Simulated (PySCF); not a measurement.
# Computed and published core binding energies of `Br[Si](Br)(Br)Br`

The experiment to reproduce (core binding energies): Si 1s of Si2 1849.70 eV [1]. Sources and the comparison follow the method.

Compound: SiBr4.
Numbering: `[Br:1][Si:2]([Br:3])([Br:4])[Br:5]`

Level of theory: delta-SCF UKS SCAN, pcX-3 on the ionised atom, pcseg-2 elsewhere, spin-free X2C in PySCF. Vertical ΔSCF values, vacuum level as zero.

```tsv
atom	environment	level	this calculation (eV)	reference (eV)	difference (eV)	source
Si2	four-coordinate silicon	Si 1s	1849.69	1849.70	-0.01	[1]
```

[1] measured, gas; Cunha, Hait, Kang, Mao, Head-Gordon, J. Phys. Chem. Lett. 2022, 13, 3438 (arXiv:2111.08405)

Task: How well does this level of theory reproduce the measurements here?

Result: The one measured value differs by -0.01 eV, too little evidence for a typical error. The calculation is vertical and has no vibrational structure, and measured positions depend on the energy calibration.

Task: What does the calculation give for the levels without a reference value here?

Result: Si2 Si 2p3/2 109.45 eV.

For 2p shells one spin-free hole was relaxed; a mean-field spin–orbit operator and the ground-state splitting of the three 2p orbitals were then diagonalised within the shell. The shell's mean is (2 × 2p3/2 + 2p1/2)/3, and the degeneracies 2j + 1 give areas of 2:1. 2p1/2 minus 2p3/2 (ligand field included): Si 0.63 eV. No level of bromine is listed. Isolated species at its PBE0-D3(BJ)/def2-TZVP geometry, gas phase.
